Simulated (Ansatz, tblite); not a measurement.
Removing an electron: the cluster ZnSe₂⁻. The state is a doublet with charge -1. Geometry: r2SCAN-D4/def2-TZVPD. Ansatz, gas phase; energy differences of separate SCF runs; the oxidised species is a triplet (the singlet lies 1.19 eV higher at PBE0-D4/def2-TZVPD).

Cartesian coordinates in Å:
```
Zn 0.0000 0.0000 -0.0001
Se 1.8616 1.1347 -0.5072
Se -1.8616 -1.1346 0.5073
```

The xTB rows come from tblite. HOMO above LUMO, or a gap near zero within one spin, warns that the state may not be the lowest or that an electron is smeared out. The structure comes from a short search, and lower isomers may exist.

Q: Estimate orbital energies and vertical ionisation energies at: GFN1-xTB; GFN2-xTB; PBE-D4/def2-TZVPD; r2SCAN-D4/def2-TZVPD; PBE0-D4/def2-TZVPD.

A: 
| level | −HOMO (eV) | vertical IE (eV) | −LUMO (eV) | HOMO–LUMO gap (eV) | remarks |
| --- | --- | --- | --- | --- | --- |
| GFN1-xTB | – | 6.93 | – | – | – |
| GFN2-xTB | – | 8.80 | – | – | – |
| PBE-D4/def2-TZVPD | 0.78 | 3.25 | 0.74 | 0.04 | gap within one spin near zero (-1 doublet) |
| r2SCAN-D4/def2-TZVPD | 1.00 | 3.33 | 0.73 | 0.28 | – |
| PBE0-D4/def2-TZVPD | 1.67 | 3.21 | 0.21 | 1.46 | – |

  HOMO and LUMO are the levels of the spin that leaves or enters (xTB has no such levels and no spin-polarisation term). Other spin states of the ions may lie lower, which would lower the ionisation energy or raise the affinity. Raw xTB energy differences between charge states are shifted by several eV; the methods need an empirical correction for them.
